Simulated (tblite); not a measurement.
C2H7Cl3P2Si2.
Bonds: Cl1–C2, C2–C3, C3–Cl4, C3–Cl5, C3–Si6, Si6–P7, P7–Si8, Si8–P9, Si6–P9. Hydrogens: H10, H11 on C2; H12 on Si6; H13 on P7; H14, H15 on Si8; H16 on P9.

Computed with GFN2-xTB (tblite), gas phase: L-BFGS steps from a force-field or distance-geometry start until the largest atomic force falls under 0.01 eV/Å.

Step 54: E = -816.2554 eV
```
atom  x, y, z in Å  |  force x, y, z in eV/Å
Cl1    -1.9892    1.6694   -0.9022   -0.024   0.024  -0.021
C2     -2.6636    0.2923   -0.0194    0.018  -0.010   0.003
C3     -1.5513   -0.6869    0.2418   -0.001  -0.008   0.004
Cl4    -2.0736   -1.7940    1.5284    0.014  -0.031   0.018
Cl5    -1.2131   -1.6277   -1.2271    0.036   0.004  -0.008
Si6     0.0793    0.1833    0.7718   -0.059   0.020   0.005
P7      1.3072    0.8610   -0.9801   -0.005  -0.076   0.003
Si8     2.9559    0.0850    0.3720    0.027   0.003  -0.018
P9      1.6226   -1.1828    1.6964    0.024   0.004   0.023
H10    -3.0604    0.6728    0.9233    0.017  -0.027  -0.038
H11    -3.4649   -0.1399   -0.6210   -0.023   0.026   0.031
H12    -0.3097    1.1800    1.7814    0.011  -0.007   0.007
H13     1.3544    2.1870   -0.6096    0.024   0.121   0.006
H14     3.5478    1.1253    1.2141   -0.030   0.002  -0.011
H15     3.9669   -0.6261   -0.4034    0.002  -0.048   0.009
H16     1.4839   -2.1896    0.7572   -0.030   0.004  -0.012
```

Step 55: E = -816.2567 eV
```
atom  x, y, z in Å  |  force x, y, z in eV/Å
Cl1    -1.9912    1.6754   -0.8887   -0.022   0.049  -0.028
C2     -2.6654    0.2897   -0.0223    0.024  -0.044   0.011
C3     -1.5484   -0.6839    0.2409    0.013  -0.030   0.012
Cl4    -2.0678   -1.8014    1.5207    0.013  -0.018   0.005
Cl5    -1.1944   -1.6165   -1.2300    0.026   0.005  -0.006
Si6     0.0758    0.1937    0.7776   -0.039   0.010   0.024
P7      1.3026    0.8667   -0.9771   -0.014  -0.064   0.009
Si8     2.9546    0.0797    0.3652    0.040   0.015  -0.028
P9      1.6228   -1.1688    1.7063    0.000  -0.010   0.021
H10    -3.0717    0.6589    0.9216    0.008  -0.032  -0.072
H11    -3.4550   -0.1454   -0.6378   -0.035   0.040   0.059
H12    -0.3198    1.1829    1.7927    0.016  -0.007  -0.006
H13     1.3576    2.1912   -0.6013    0.028   0.115   0.002
H14     3.5657    1.1229    1.1906   -0.033  -0.009  -0.011
H15     3.9499   -0.6480   -0.4155    0.001  -0.043   0.010
H16     1.4770   -2.1881    0.7806   -0.028   0.022  -0.003
```

Q: Estimate the geometry and energy of step 56. (The exact step hangs on the optimiser's Hessian estimate; all steps are aligned on step 55, rigid shifts and turns removed.)

A: E = -816.2581 eV, largest force 0.100 eV/Å
```
atom  x, y, z in Å  |  force x, y, z in eV/Å
Cl1    -1.9965    1.6820   -0.8771   -0.014   0.065  -0.027
C2     -2.6671    0.2865   -0.0253    0.030  -0.069   0.010
C3     -1.5453   -0.6807    0.2402    0.029  -0.050   0.016
Cl4    -2.0613   -1.8098    1.5127    0.011  -0.003  -0.011
Cl5    -1.1733   -1.6034   -1.2330    0.015   0.005  -0.001
Si6     0.0716    0.2043    0.7853    0.001  -0.003   0.038
P7      1.2980    0.8716   -0.9722   -0.027  -0.013   0.014
Si8     2.9541    0.0743    0.3584    0.039   0.016  -0.032
P9      1.6235   -1.1556    1.7159   -0.027  -0.018   0.016
H10    -3.0830    0.6443    0.9189   -0.001  -0.027  -0.086
H11    -3.4456   -0.1507   -0.6532   -0.052   0.041   0.075
H12    -0.3294    1.1865    1.8051    0.017  -0.002  -0.012
H13     1.3623    2.1980   -0.5955    0.029   0.068  -0.008
H14     3.5832    1.1201    1.1664   -0.031  -0.014  -0.004
H15     3.9323   -0.6713   -0.4270    0.004  -0.038   0.007
H16     1.4688   -2.1871    0.8038   -0.022   0.044   0.006
```

The energy changes by -0.0014 eV. The first-order estimate −F·Δx gives -0.0019 eV and the mean of the old and new forces, exact on a quadratic surface, -0.0014 eV. The step makes an angle of 83° with the force vector and moves no atom by more than 0.031 Å.

What follows is the cost of the whole relaxation. Time: 3.0 s wall. Hardware: one thread of an Arm Neoverse N1, shared host.
